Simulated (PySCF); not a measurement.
Frontier levels across methods

Compound: C₃H₅F₃Si.
Structure used (PBE0-D3(BJ)/def2-SVP), in Å, numbered top down from 1:
```
atom  x, y, z in Å
C1    -2.0049   -0.4028   -0.1387
C2    -0.8294   -0.5812    0.4650
C3     0.2111    0.4808    0.6547
Si4    1.6145    0.2497   -0.5183
F5     2.2468   -1.2185   -0.3830
F6     1.1656    0.4344   -2.0452
F7     2.7941    1.3034   -0.2498
H8    -2.3092    0.5744   -0.5273
H9    -2.7064   -1.2306   -0.2658
H10   -0.5635   -1.5812    0.8280
H11   -0.2044    1.4892    0.4933
H12    0.6287    0.4581    1.6762
```

Basis pcSseg-1 throughout (PySCF), one geometry. Geometry: PBE0-D3(BJ)/def2-SVP, one conformer, isolated molecule.

Task: How do the orbital energies, the gap and the dipole change with the method?

Result: 
```csv
method,kind,HOMO (eV),LUMO (eV),gap (eV),μ (D),SCF cycles
B97-D,GGA,-6.59,-1.15,5.44,2.32,15
LDA,LDA,-6.84,-1.51,5.33,2.40,15
PBE0,global hybrid,-7.82,-0.26,7.56,2.46,13
mPW1PW91,global hybrid,-7.84,-0.28,7.57,2.47,13
wB97X-D,range-separated hybrid,-9.69,1.56,11.25,2.48,13
HF,Hartree–Fock,-10.25,3.63,13.88,2.68,10
LC-wPBE,range-separated hybrid,-10.55,2.09,12.64,2.43,12
```

The HOMO spans 3.96 eV, from B97-D down to LC-wPBE, and the gap runs from 5.33 eV (LDA) to 13.88 eV (HF). Over the methods B97-D (0 %), LDA (0 %), PBE0 (25 %), mPW1PW91 (25 %), HF (100 %), a straight line through the gap against the share of exact exchange rises by 0.85 eV for each 10 % (correlation coefficient 1.000). The dipole ranges from 2.32 D (B97-D) to 2.68 D (HF). This basis has no diffuse functions.
